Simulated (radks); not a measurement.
Results of a calculation; reference values are marked as such.
All-electron atom: Ni I in [Ar] 3d7.5 4s2 5s0.5 (fractional occupations, a model configuration). Code: a radial shooting solver on a logarithmic mesh with Libxc functionals. Model: non-relativistic Kohn-Sham, XLYP, spin-polarised, spherical densities, point nucleus; open shells are filled with parallel spins first.

Unscreened Slater integrals over Kohn-Sham orbitals (eV). They are taken over the spin-up orbitals.

F0(5s,5s): 2.7062
F0(5s,4s): 3.4957
G0(5s,4s): 0.14600
F0(5s,3d): 3.6617
G2(5s,3d): 0.076116
F0(5s,3p): 3.6772
G1(5s,3p): 0.046883
F0(4s,4s): 9.4592
F0(4s,3d): 12.103
G2(4s,3d): 1.3010
F0(4s,3p): 12.324
G1(4s,3p): 0.67420
F0(3d,3d): 26.894
F2(3d,3d): 12.305
F4(3d,3d): 7.6305
F0(3d,3p): 28.998
F2(3d,3p): 13.602
G1(3d,3p): 16.791
G3(3d,3p): 10.176
F0(3p,3p): 31.656
F2(3p,3p): 15.811

Derived for the open shells (J is the average intra-shell exchange parameter used in DFT+U). 3d: Racah B = F2/49 - 5 F4/441 = 0.1646 eV, C = 35 F4/441 = 0.6056 eV, C/B = 3.68, F4/F2 = 0.620, J = (F2 + F4)/14 = 1.424 eV.
